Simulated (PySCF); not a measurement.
## Mayer bond orders and bond lengths

C4H13ClSSi2.
Numbering: `[CH3:1][C:2]([CH3:3])([CH3:4])[Si@H:5]([Cl:6])[S:7][SiH3:8]` (hydrogens: H9, H10, H11 on C1; H12, H13, H14 on C3; H15, H16, H17 on C4; H18 on Si5; H19, H20, H21 on Si8)

Cartesian coordinates in Å at the GFN2-xTB level; atoms count from 1:
```
atom  x, y, z in Å
C1    -1.321    1.078   -1.064
C2    -1.117    0.087    0.083
C3    -1.268    0.828    1.414
C4    -2.179   -1.010   -0.004
Si5    0.624   -0.695   -0.050
Cl6    0.915   -2.041    1.434
S7     2.055    0.908    0.065
Si8    3.944   -0.097    0.275
H9    -1.241    0.579   -2.028
H10   -2.308    1.533   -0.996
H11   -0.574    1.867   -1.023
H12   -2.253    1.289    1.476
H13   -0.518    1.612    1.503
H14   -1.157    0.147    2.256
H15   -3.175   -0.577    0.083
H16   -2.121   -1.535   -0.955
H17   -2.056   -1.738    0.795
H18    0.832   -1.398   -1.313
H19    4.883    1.008    0.248
H20    3.940   -0.821    1.537
H21    4.086   -1.006   -0.856
```

Bond orders from the PBE0/pcSseg-1 density (PySCF). The structure is a single GFN2-xTB conformer in the gas phase; no vibrational or solvent corrections.

(1) Where do the orders between heavy atoms depart from those drawn in the SMILES?

(2) Give the Mayer order of every bond between heavy atoms, beside its length.

Results:

(1) The largest departure is 0.136, at C2–Si5 (drawn single, 0.864). Drawn single, order below 0.88: C2–Si5 (0.864).

(2) 
```tsv
bond	drawn as	length (Å)	Mayer order
C1–C2	single	1.530	1.007
C2–C3	single	1.531	1.003
C2–C4	single	1.529	1.010
C2–Si5	single	1.913	0.864
Si5–Cl6	single	2.025	0.969
Si5–S7	single	2.151	1.005
S7–Si8	single	2.150	0.915
```

Bonds between the same two heavy elements. C–C: all 3 within 0.02 of one another (1.003 to 1.010). S–Si: lowest S7–Si8 (0.915, 2.150 Å), highest Si5–S7 (1.005, 2.151 Å).

Task: And the bonds to hydrogen?

Result: C–H: 0.96 (9 bonds); H–Si: 0.92 to 0.94 (4 bonds).

Task: Sum the orders of all bonds at each heavy atom with more than one neighbour and set the sums beside the valence in the SMILES.

Result: C1 3.885 (drawn 4), C2 3.884 (drawn 4), C3 3.880 (drawn 4), C4 3.891 (drawn 4), Si5 3.753 (drawn 4), S7 1.920 (drawn 2), Si8 3.711 (drawn 4). Orders between atoms that aren't bonded are not in these sums.

Mayer orders depend on the basis set.

The run behind these numbers computed NMR shieldings as well. The run took 1.9 min of wall time (grids of density and orbitals included) on an Arm Neoverse N1 with one thread, shared host with 64 logical CPUs at a one-minute load of 57, and the process peaked at 1.1 GiB of memory.
